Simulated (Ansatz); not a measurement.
Computed with Ansatz on PBE0-D4/def2-TZVP structures; ΔE is electronic, products minus reactants. CCSD(T)/CBS is the MP2 limit (def2-TZVPP, def2-QZVPP) plus CCSD(T) − MP2 in def2-TZVPP, frozen cores. DFT in def2-TZVPP. B3LYP here is the variant with VWN-RPA as its local correlation; programs differ in this. For Br, Ga, Zn outer-core shells are correlated without core-valence functions, which leaves a few kJ/mol of doubt a bond. Scalar relativity is left out up to krypton. One conformer a species, not always the lowest.

`[Cl][Ga]([Cl])[Br]` + `C[N](C)[Zn][O][SiH3]` → `[SiH3][O][Ga]([Cl])[Cl]` + `C[N](C)[Zn][Br]`  (redistribution)

```tsv
level	ΔE (kJ/mol)
B97M-V	-31.2
B3LYP-D4	-33.9
r2SCAN	-33.5
PBE0	-34.6
B3LYP	-33.5
LC-ωPBE	-35.4
SCS-MP2/def2-QZVPP	-36.5
MP2/CBS(def2)	-36.4
```

Problem. What does CCSD(T)/CBS give? (Best estimate.)

Solution. Computed: -38.9 kJ/mol. The listed levels differ from it by 7.7, 5.0, 5.4, 4.3, 5.4, 3.5, 2.4, 2.5 kJ/mol.

Largest T1 diagnostic among the species: 0.015.

From PBE to PBE0 (25 % exact exchange), in def2-TZVPP and without D4, ΔE moves by −5.6 kJ/mol. Leaving LDA and LC-ωPBE aside and taking each functional with its dispersion term where it has one, the values, not all of them listed here, spread over 12.7 kJ/mol, from BHLYP-D4 to revPBE-D4.
